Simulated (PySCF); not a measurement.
**Working out the ionisation energy of Tl**

Tl [Xe] 4f14 5d10 6s2 6p1 (2P) → Tl⁺ [Xe] 4f14 5d10 6s2 (1S). Calculation: PySCF 2.14, in x2c-QZVPPall; scalar relativity by spin-free X2C-1e. Frozen: [Kr] 4d10 4f14. Energies in hartree (1 hartree = 27.21139 eV):

| part | Tl (lower) | Tl⁺ (upper) |
| --- | --- | --- |
| UHF | -20243.782961 | -20243.599331 |
| MP2 opposite-spin | -0.413407 | -0.407872 |
| MP2 same-spin | -0.215088 | -0.208742 |

Question: What does Hartree-Fock give?

Answer: (-20243.599331) − (-20243.782961) = 0.183630 hartree = 4.997 eV.

Question: What do MP2 and SCS-MP2 (6/5 opposite-spin, 1/3 same-spin) give?

Answer: The opposite-spin parts differ by 0.151 eV and the same-spin parts by 0.173 eV. MP2: 4.997 + (0.151) + (0.173) = 5.321 eV. SCS-MP2: 4.997 + 1.2 × (0.151) + (0.173)/3 = 5.236 eV.

Measured between the centres of the two terms (NIST): 5.464 eV, so MP2 (valence and next inner shell) is off by -0.143 eV.

What remains against the reference includes basis incompleteness, the frozen core and correlation beyond second order.
